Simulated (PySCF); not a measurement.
# Relaxation of quintet CoN(OH)2

These are results of PySCF, UPBE0, basis Co def2-TZVP, N def2-TZVP, O def2-TZVP, H def2-TZVP (no relativity, density fitting), not measurements. A (50,194) grid was used.

A hand-made trigonal pyramidal (heavy-atom frame) start, with no symmetry imposed:

```xyz
6
charge 0 multiplicity 5, angstrom
Co    0.0610   -0.0069   -0.3654
N     1.5002   -0.0069    0.3998
O    -0.7072    1.3236    0.4515
O    -0.7072   -1.3374    0.4515
H    -0.3427    2.1632    0.7412
H    -1.6165   -1.4415    0.7412
```

Task: What forces act on the atoms at the start (eV/Å)?

Result: 
```
atom     Fx     Fy     Fz
 Co1  -0.64   0.48   0.62
  N2   1.14   0.04  -0.10
  O3  -0.70   1.34  -0.61
  O4  -0.15  -1.98   0.20
  H5   0.35  -0.24   0.15
  H6  -0.01   0.37  -0.27
```

Task: What does it relax to?

Result: It ends at C1 with Co–N 1.771 Å, Co–O 1.733 Å, Co–O 1.747 Å, O–H 0.960 Å (×2); Co–O–H 119.8°, Co–O–H 121.9°, N–Co–O 94.9°, N–Co–O 102.2°, O–Co–O 162.6° (after a last refinement on a finer grid). A frequency run shows a minimum. Other isomers or separated fragments may lie lower.

Task: How much energy is released, and in how many steps?

Result: 114.4 kJ/mol in 44 steps.

Open d and f shells are described by one determinant, and the ground state may have another occupation or spin. At this level a triplet minimum of C2v symmetry lies 39 kJ/mol below this structure.

The relaxation took 5.2 min on 4 threads of a shared Arm Neoverse V2 host, with 150 basis functions and 45 gradients; the process peaked at 1 GiB.
